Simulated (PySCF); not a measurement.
**Deuteron quadrupole couplings in `C#CC(=C)[SiH2]P[SiH3]`**

Compound: C4H9PSi2.
Cartesian coordinates in Å at the GFN2-xTB level; atoms count from 1:
```xyz
16
C4H9PSi2 angstrom
C     -3.4741   -0.6824   -1.0221
C     -2.5146   -0.4377   -0.3420
C     -1.3666   -0.1844    0.4362
C     -1.3709    0.7428    1.3941
Si     0.1529   -1.2487    0.0470
P      1.7914   -0.5510    1.3976
Si     2.5620    1.2540    0.3405
H     -4.3220   -0.8834   -1.6063
H     -0.4897    0.9259    1.9909
H     -2.2414    1.3400    1.6191
H     -0.1120   -2.6568    0.3664
H      0.4560   -1.1436   -1.3897
H      2.7298   -1.4178    0.8803
H      3.8815    1.5346    0.9044
H      2.6779    1.0698   -1.1089
H      1.6321    2.3477    0.6161
```

Level: PBE0/pcSseg-1 (PySCF, non-relativistic); Q(2H) = 0.00286 b; rigid geometry, the same for H and D, with no vibrational averaging.

**Question.** Rank these positions by the coupling χzz of a deuteron there, largest first.
A. H13 (P–H hydrogen)
B. H11 (Si–H hydrogen)
C. H8 (alkyne hydrogen)
D. H10 (vinylic hydrogen)

**Answer.** C (267 kHz), D (220 kHz), A (150 kHz), B (107 kHz).

**Question.** Give the electric field gradient Vzz (the principal value of largest size), its asymmetry and the 2H coupling at each hydrogen.

**Answer.** 
| atom | bonded to | bond length (Å) | Vzz (au) | η | χzz (kHz) |
| --- | --- | --- | --- | --- | --- |
| H8 | C1 | 1.049 | 0.3967 | 0.00 | 267 |
| H9 | C4 | 1.080 | 0.3246 | 0.06 | 218 |
| H10 | C4 | 1.079 | 0.3279 | 0.04 | 220 |
| H11 | Si5 | 1.468 | 0.1588 | 0.02 | 107 |
| H12 | Si5 | 1.472 | 0.1557 | 0.01 | 105 |
| H13 | P6 | 1.378 | 0.2230 | 0.08 | 150 |
| H14 | Si7 | 1.462 | 0.1636 | 0.01 | 110 |
| H15 | Si7 | 1.466 | 0.1608 | 0.01 | 108 |
| H16 | Si7 | 1.462 | 0.1641 | 0.02 | 110 |

**Question.** Average by the element that carries the hydrogen.

**Answer.** on C: 235 kHz over 3 positions, mean bond length 1.069 Å; on Si: 108 kHz over 5 positions, mean bond length 1.466 Å; on P: 150 kHz over 1 position, mean bond length 1.378 Å.

**Question.** Give the 2H NMR doublet splittings at H9 for a magnetic field along the z, y and x axes of the gradient: 3χ/2, 3χ(1 + η)/4, 3χ(1 − η)/4.

**Answer.** With |χ| = 218.2 kHz and η = 0.059: 327, 173 and 154 kHz, to first order and without motion.

Geometry: GFN2-xTB, one conformer, isolated molecule. GFN2-xTB bond lengths can be off by several hundredths of an ångström, more for odd bonds, and the gradients follow them. A larger basis could move these couplings by a tenth or more.
